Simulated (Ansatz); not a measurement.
C3H11AlFNSi (SMILES C[N]([SiH2]F)[Al]([CH3])[CH3]), singlet, geometry from GFN2-xTB (such geometries of metal compounds can be far from the true shape), atoms displaced at random by about 0.08 Å a coordinate; Ansatz (a program for electronic structure) with PBE/STO-3G, gradient.

The Ansatz input:
Ansatz 0.2 input:
```yaml
crystal:
  periodic: [false, false, false]
  atoms:
    - {symbol: Si, position_ang: [-1.43306594, -0.59076563, -0.47421626]}
    - {symbol: F, position_ang: [0.04497936, -0.69372466, -1.51358327]}
    - {symbol: N, position_ang: [-0.86399512, 0.13697454, 0.78752334]}
    - {symbol: C, position_ang: [-1.50925199, 0.64995420, 1.96171514]}
    - {symbol: Al, position_ang: [1.05560399, 0.15689509, 0.00044443]}
    - {symbol: C, position_ang: [2.22417444, -1.33847761, 0.87911181]}
    - {symbol: C, position_ang: [1.45446377, 1.87471099, -0.86184316]}
    - {symbol: H, position_ang: [-2.31616639, 0.04464157, -1.54797708]}
    - {symbol: H, position_ang: [-1.89887261, -1.97825643, -0.32075545]}
    - {symbol: H, position_ang: [-0.56679504, 1.44290371, 2.42862795]}
    - {symbol: H, position_ang: [-2.34015534, 1.45689327, 1.56475926]}
    - {symbol: H, position_ang: [-2.09083585, -0.19268918, 2.32106129]}
    - {symbol: H, position_ang: [2.10231341, -1.28510261, 2.02149254]}
    - {symbol: H, position_ang: [1.73052660, -2.23997031, 0.63221367]}
    - {symbol: H, position_ang: [3.05490129, -1.32813334, 0.48448558]}
    - {symbol: H, position_ang: [1.33432665, 2.79612464, -0.17745511]}
    - {symbol: H, position_ang: [0.84279656, 2.15421381, -1.71964877]}
    - {symbol: H, position_ang: [2.37318909, 1.81705546, -1.30941543]}
basis:
  gaussian:
    orbitals: STO-3G
hamiltonian:
  xc: pbe
output: {forces: true}
```

What does Ansatz print? Leave out banner, timings and long lists.


```
Functional definition: PBE
697 factors; integrals over basis functions are off by at most 7.3e-5 eV
mean field evaluation 1: about -21679.4817 eV, gradient 4.3e1 eV
mean field evaluation 2: about -21653.1404 eV, gradient 1.0e2 eV
mean field evaluation 4: about -21685.0595 eV, gradient 5.4e0 eV
mean field evaluation 8: about -21684.9814 eV, gradient 3.9e-1 eV
mean field evaluation 16: about -21684.9819 eV, gradient 4.6e-5 eV
mean field -21684.98194063 eV, -796.9083877093 hartree, gradient 4.6e-5 eV, S^2 0.000000; 0 other end points of the search recorded, 0 dependent functions left out
the calculation of the forces begins
reference -21684.98197236 eV, -796.9083888756 hartree; 36, 36 occupied and 18, 18 virtual orbitals, 697 factors
Total energy: -21684.98197236 eV, -796.9083888756 hartree
Atom 0 at    -1.433066    -0.590766    -0.474216 Å, force    -2.844924    -2.661156    -6.394622 eV/Å
Atom 1 at     0.044979    -0.693725    -1.513583 Å, force     0.175517     0.729868     3.026730 eV/Å
Atom 2 at    -0.863995     0.136975     0.787523 Å, force     6.103138     1.554266     0.708788 eV/Å
Atom 3 at    -1.509252     0.649954     1.961715 Å, force     1.493867     6.299568    -2.200288 eV/Å
Atom 4 at     1.055604     0.156895     0.000444 Å, force    -2.039502    -1.251632     0.529078 eV/Å
Atom 5 at     2.224174    -1.338478     0.879112 Å, force   -12.564765     3.162456     5.224799 eV/Å
Atom 6 at     1.454464     1.874711    -0.861843 Å, force    -3.215575     0.892759     2.505924 eV/Å
Atom 7 at    -2.316166     0.044642    -1.547977 Å, force     0.355895    -0.353506     0.895652 eV/Å
Atom 8 at    -1.898873    -1.978256    -0.320755 Å, force    -0.047745    -0.155736    -0.185809 eV/Å
Atom 9 at    -0.566795     1.442904     2.428628 Å, force    -3.765325    -3.292984     0.182811 eV/Å
Atom 10 at    -2.340155     1.456893     1.564759 Å, force     1.537475    -1.491682     1.514697 eV/Å
Atom 11 at    -2.090836    -0.192689     2.321061 Å, force    -0.265789    -0.439633     2.671169 eV/Å
Atom 12 at     2.102313    -1.285103     2.021493 Å, force     1.088279     0.272761    -1.802443 eV/Å
Atom 13 at     1.730527    -2.239970     0.632214 Å, force    -0.808983    -1.721868    -0.675412 eV/Å
Atom 14 at     3.054901    -1.328133     0.484486 Å, force    11.080962     0.133129    -4.012967 eV/Å
Atom 15 at     1.334327     2.796125    -0.177455 Å, force     0.814850    -1.534570    -0.802936 eV/Å
Atom 16 at     0.842797     2.154214    -1.719649 Å, force    -1.057869    -0.446046    -0.276363 eV/Å
Atom 17 at     2.373189     1.817055    -1.309415 Å, force     3.960495     0.304008    -0.908807 eV/Å
Dipole moment:    -0.084761    -0.061425    -0.088879 e Å
```
